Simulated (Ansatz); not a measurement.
The cluster Sn3O9H6. The state is a triplet with charge 0. Geometry r2SCAN-D4/def2-SVP, that of the neutral singlet.

```xyz
18

Sn    0.044   -1.575    2.081
Sn    1.176    0.763   -2.170
Sn    0.998    3.101    0.813
O     0.436    1.874   -0.577
O    -0.842    0.487    1.781
O    -1.799   -2.350    2.110
O     1.174   -1.063   -0.642
O    -0.099   -1.381   -0.106
O     0.393    2.602    2.513
O    -0.719    0.105   -2.668
O    -0.654   -1.355   -2.685
O     1.629   -2.161   -1.475
H    -0.396    1.321    2.203
H    -2.449   -1.819    1.627
H     0.913   -2.124   -2.168
H    -0.922   -1.531   -1.751
H     1.897    4.460    0.299
H    -0.781    0.647    0.816
```

In the def2 sets Sn takes a core potential; there is no spin–orbit coupling. The structure holds 3 bonds between oxygen atoms, so isomers without such links may lie far lower. At PBE-D4/def2-SVP, r2SCAN-D4/def2-SVP the gap within one spin of the charge 0 triplet nearly closes, so an electron or hole may be smeared out by delocalisation error. At PBE0-D4/def2-SVP a singlet of charge 0 lies 3.37 eV below the triplet at the same geometry. The structure comes from a short search, and lower isomers may exist.

Question: Estimate the α-spin orbital energies around the gap (eV) in Ansatz with PBE-D4/def2-SVP, r2SCAN-D4/def2-SVP, PBE0-D4/def2-SVP.

Answer: 
| orbital | PBE-D4/def2-SVP | r2SCAN-D4/def2-SVP | PBE0-D4/def2-SVP |
| --- | --- | --- | --- |
| HOMO−5 | -6.87 | -7.54 | -8.45 |
| HOMO−4 | -6.60 | -7.18 | -8.11 |
| HOMO−3 | -6.59 | -7.06 | -7.90 |
| HOMO−2 | -6.31 | -6.93 | -7.53 |
| HOMO−1 | -6.20 | -6.58 | -7.31 |
| HOMO | -3.00 | -3.43 | -4.55 |
| LUMO | -2.82 | -3.01 | -2.71 |
| LUMO+1 | -2.75 | -2.82 | -1.86 |
| LUMO+2 | -2.09 | -2.00 | -0.87 |
| LUMO+3 | -1.63 | -1.45 | -0.72 |
| LUMO+4 | -1.53 | -1.36 | -0.32 |
| LUMO+5 | -1.18 | -0.96 | -0.12 |
| β HOMO | -6.06 | -6.50 | -7.10 |
| β LUMO | -6.06 | -6.42 | -6.09 |
